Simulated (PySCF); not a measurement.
C₅H₁₀Si. Atoms are numbered in the order given.

```xyz
16

C      2.9514    -0.2539     0.0000
C      1.7871     0.3970     0.0000
C      0.4359    -0.2389     0.0000
C     -0.4942     0.1453    -1.1918
Si    -1.9491    -0.0870     0.0000
C     -0.4942     0.1453     1.1918
H      2.9911    -1.3483     0.0000
H      3.9063     0.2782     0.0000
H      1.7870     1.4961     0.0000
H      0.5620    -1.3358     0.0000
H     -0.3732     1.2136    -1.4405
H     -0.3677    -0.4414    -2.1119
H     -3.0824     0.8898     0.0000
H     -2.5101    -1.4735     0.0000
H     -0.3677    -0.4414     2.1119
H     -0.3732     1.2136     1.4405
```

The structure is a stationary point at PBE0-D3(BJ)/def2-SVP. Other conformers were not sampled.

Method: M06-2X/def2-TZVP run with PySCF.

Symmetry labels are those of the subgroup Cs that the program uses (full group Cs).

Problem. List the valence orbital energies around the gap with their symmetry. (An estimate is asked for; the answer gives what the named calculation found.)

Solution. 
| orbital | symmetry | energy (eV) |
|---|---|---|
| HOMO−7 | A" | -12.40 |
| HOMO−6 | A' | -11.92 |
| HOMO−5 | A" | -11.54 |
| HOMO−4 | A' | -10.89 |
| HOMO−3 | A' | -10.35 |
| HOMO−2 | A" | -9.50 |
| HOMO−1 | A' | -9.08 |
| HOMO | A" | -8.44 |
| LUMO | A" | 0.67 |
| LUMO+1 | A' | 1.74 |
| LUMO+2 | A" | 1.79 |
| LUMO+3 | A' | 2.19 |
